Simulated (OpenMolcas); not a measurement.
## Mn5+, Tc5+, Re5+: d2 down the group

| Quantity | Value |
| --- | --- |
| Program | OpenMolcas 26.06 |
| Method | CASSCF |
| Basis | ANO-RCC-VTZP |
| Scalar Hamiltonian | DKH2, point nucleus |
| Spin-orbit coupling | RASSI with atomic mean-field integrals over the reference wave functions, term energies averaged over their components |

Active space for each ion: 2 electrons in 5 orbitals (d).

Computed levels in cm-1 above 3F2:

```csv
Level,Mn5+,Tc5+,Re5+
3F3,751,2035,7999
3F4,1704,4360,14833
1D2,18834,14360,18674
3P0,21888,15387,16495
3P1,22157,16235,21094
3P2,22764,18401,30016
1G4,28820,21760,28966
1S0,69682,50514,56956
weight of 3F in the lowest level (%),100,98,91
```

Mixed levels, with the weight of the term that names them: Tc5+ 1D2 (75 %), Re5+ 1D2 (51 %), Re5+ 3P2 (58 %).

Measured, with the error of the calculation in %. Measured levels: Mn5+ from Corliss and Sugar, J. Phys. Chem. Ref. Data 6, 1253 (1977).

```csv
Level,Mn5+
3F3,746 (+0.6)
3F4,1669 (+2.1)
1D2,15336 (+22.8)
3P0,17782 (+23.1)
3P1,18057 (+22.7)
3P2,18628 (+22.2)
1G4,25511 (+13.0)
```

The fine-structure level 3F4 changes by a factor of 8.7 from Mn5+ to Re5+.

Without spin-orbit coupling 1D lies 17940, 12456, 11599 cm-1 above 3F in that order; the difference to the level 1D2, of either sign, comes from spin-orbit coupling, which also lowers the zero.

Without dynamic correlation excited terms often stand tens of per cent too high (terms of higher spin than the ground term too low), and those without a measured partner can miss by more than the paired ones. Computed and measured levels are paired by configuration, term and J; levels that our copy of the source lacks, or whose pairing is in doubt (as where it misses far off the trend of its configuration), stay unpaired and out of the deviations. Only configurations of the active space appear.
